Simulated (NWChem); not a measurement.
Everything below was run with NWChem. System: H4AsSi, charge 0, spin multiplicity 2, at a geometry optimised with UB3LYP/def2-SVP. The structure started from a generated list of species. Its SCF solution wasn't tested for a lower state. Level: UB3LYP/def2-TZVP, VWN1-RPA local correlation.

NWChem printed:

```
             Northwest Computational Chemistry Package (NWChem) 7.3.0
             --------------------------------------------------------

                                NWChem Input Module
                                -------------------

 Scaling coordinates for geometry "geometry" by  1.889725989
 (inverse scale =  0.529177249)

                             Geometry "geometry" -> ""
                             -------------------------

 Output coordinates in angstroms (scale by  1.889725989 to convert to a.u.)

  No.       Tag          Charge          X              Y              Z
 ---- ---------------- ---------- -------------- -------------- --------------
    1 Si                  14.0000    -1.57640400    -0.37876900    -0.12232600
    2 As                  33.0000     0.73782500     0.18783100     0.13560700
    3 H                    1.0000    -2.43178900     0.82509600     0.11714100
    4 H                    1.0000    -1.94815200    -0.99183900    -1.43722000
    5 H                    1.0000     1.18436100    -1.25840600    -0.09294100
    6 H                    1.0000     0.91700500     0.52951100    -1.34945500

 Effective nuclear repulsion energy (a.u.)     151.4872206147

            Nuclear Dipole moment (a.u.)
            ----------------------------
        X                 Y               Z
 ---------------- ---------------- ----------------
    -0.0000113384     0.0000359048    -0.0000151178


 Summary of "ao basis" -> "" (spherical)
 ------------------------------------------------------------------------------
       Tag                 Description            Shells   Functions and Types
 ---------------- ------------------------------  ------  ---------------------
 *                         def2-tzvp                  on all atoms

                                 NWChem DFT Module
                                 -----------------

 Summary of "ao basis" -> "ao basis" (spherical)
 ------------------------------------------------------------------------------
       Tag                 Description            Shells   Functions and Types
 ---------------- ------------------------------  ------  ---------------------
 Si                        def2-tzvp                13       37   5s5p2d1f
 As                        def2-tzvp                16       48   6s5p4d1f
 H                         def2-tzvp                 4        6   3s1p

 Summary of "ao basis" -> "ao basis" (spherical)
[...]
    43      1.352009  2 As s                106     -1.054395  6 H  s
    58     -0.764154  2 As pz                18     -0.638051  1 Si px
    94     -0.592556  4 H  s                100     -0.471741  5 H  s
    20     -0.314939  1 Si pz                19     -0.257987  1 Si py
    55     -0.177317  2 As pz                42      0.161527  2 As s

   alpha - beta orbital overlaps
   -----------------------------

   alpha      1      2      3      4      5      6      7      8      9     10
    beta      1      2      3      4      5      6      7      8      9     10
 overlap   1.000  1.000  1.000  0.899  0.899  1.000  1.000  1.000  0.995  0.995

   alpha     11     12     13     14     15     16     17     18     19     20
    beta     11     14     12     13     15     16     17     18     19     20
 overlap   1.000  0.933  0.933  1.000  0.998  0.998  0.999  0.999  0.999  0.999

   alpha     21     22     23     24     25     26     27     28     29     30
    beta     21     22     23     24     25     26     27     28     29     30
 overlap   0.996  0.998  1.000  0.997  0.994  0.983  0.981  0.910  0.926  0.995

   alpha     31     32     33     34     35     36     37     38     39     40
    beta     31     32     33     34     35     36     37     38     39     40
 overlap   0.991  0.986  0.794  0.806  0.905  0.896  0.974  0.912  0.938  0.992

   alpha     41     42     43     44     45     46     47     48     49     50
    beta     41     42     43     44     46     45     47     48     49     50
 overlap   0.989  0.992  0.969  0.970  0.789  0.807  0.991  0.994  0.994  0.986

   alpha     51     52     53     54     55     56     57     58     59     60
    beta     51     52     53     54     55     56     57     58     59     60
 overlap   0.986  0.999  0.999  0.905  0.924  0.966  0.951  0.977  0.989  0.971

   alpha     61     62     63     64     65     66     67     68     69     70
    beta     61     62     63     64     65     66     67     68     69     70
 overlap   0.971  0.937  0.801  0.842  0.973  0.964  0.890  0.899  0.990  0.981

   alpha     71     72     73     74     75     76     77     78     79     80
    beta     71     72     73     74     75     76     77     78     79     80
 overlap   0.975  0.967  0.901  0.915  0.995  0.998  1.000  0.996  0.996  0.999

   alpha     81     82     83     84     85     86     87     88     89     90
    beta     81     82     83     84     85     86     87     88     89     90
 overlap   1.000  0.999  0.999  0.999  0.996  0.996  0.998  1.000  1.000  1.000

   alpha     91     92     93     94     95     96     97     98     99    100
    beta     91     92     93     94     95     96     97     98     99    100
 overlap   1.000  1.000  0.999  0.999  1.000  1.000  0.999  0.999  1.000  1.000

   alpha    101    102    103    104    105    106    107    108    109
    beta    101    102    103    104    105    106    107    108    109
 overlap   1.000  1.000  1.000  1.000  1.000  1.000  1.000  1.000  1.000

     --------------------------
     Expectation value of S2:
     --------------------------
      <S2> =      0.7524 (Exact =     0.7500)

 center of mass
 --------------
 x =   0.15692686 y =   0.04547436 z =   0.06986848

 moments of inertia (a.u.)
 ------------------
          56.212083104850         -92.086215447320         -49.064700471447
         -92.086215447320         454.270618716711         -14.431576835916
         -49.064700471447         -14.431576835916         470.559661055518

     Multipole analysis of the density
     ---------------------------------

     L   x y z        total         alpha         beta         nuclear
     -   - - -        -----         -----         ----         -------
     0   0 0 0      0.000000    -26.000000    -25.000000     51.000000

     1   1 0 0      0.014367      1.473392     -1.459014     -0.000011
     1   0 1 0     -0.072921      0.537824     -0.610781      0.000036
     1   0 0 1     -0.074230     -0.165094      0.090879     -0.000015

     2   2 0 0    -26.079001   -134.498156   -122.657011    231.076166
     2   1 1 0     -0.309891    -23.472211    -19.167662     42.329982
     2   1 0 1     -0.486719    -12.219408    -13.868309     25.600998
     2   0 2 0    -25.611796    -26.909575    -22.632905     23.930684
     2   0 1 1     -0.489224     -3.759485     -5.349450      8.619711
     2   0 0 2    -25.962669    -22.982119    -19.854996     16.874446

 Task  times  cpu:       29.5s     wall:       29.5s

 Total times  cpu:       29.5s     wall:       29.5s
```

**Question.** Write an NWChem input that would produce this output.

**Answer.** This is not unique; one that fits is 
```
start mol
memory heap 200 mb stack 900 mb global 1100 mb
geometry units angstroms nocenter noautoz noautosym
  Si    -1.576404    -0.378769    -0.122326
  As     0.737825     0.187831     0.135607
  H     -2.431789     0.825096     0.117141
  H     -1.948152    -0.991839    -1.437220
  H      1.184361    -1.258406    -0.092941
  H      0.917005     0.529511    -1.349455
end
basis spherical
  * library def2-tzvp
end
dft
  xc b3lyp
  odft
  mult 2
  semidirect memsize 60000000 filesize 0
  iterations 100
end
task dft energy
```
